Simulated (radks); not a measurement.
Charge is removed step by step from the 4p level of the lead ion Pb+, starting from [Hg] 6p1. All-electron calculation, scalar-relativistic Kohn-Sham, PBE, spin-unpolarised, spherical densities, finite nucleus; Fermi nuclear charge, rms radius 5.5012 fm. Program: a radial shooting solver on a logarithmic mesh with Libxc functionals.

removed (e)  E - E(0) (eV)  eigenvalue (eV)  E minus straight line (eV)
0                    0.000          -653.67                       0.000
0.1                 65.414          -656.69                      -1.387
0.2                 131.13          -659.73                      -2.471
0.3                 197.15          -662.78                      -3.250
0.4                 263.48          -665.87                      -3.723
0.5                 330.12          -668.97                      -3.887
0.6                 397.07          -672.09                      -3.740
0.7                 464.33          -675.23                      -3.279
0.8                 531.90          -678.40                      -2.504
0.9                 599.80          -681.58                      -1.411
1                   668.01          -684.78                       0.000

Removing the whole electron costs 668.01 eV by Delta-SCF, against 653.67 eV from minus the eigenvalue at the starting occupation. Slater's transition state (half an electron removed) gives 668.97 eV. Integrating minus the eigenvalue over the occupation (Janak's theorem) gives 669.05 eV. In this scalar-relativistic scheme the density is built from large components alone, so the theorem holds only approximately. The mean slope of the eigenvalue, de/dn, is 31.1 eV per electron.
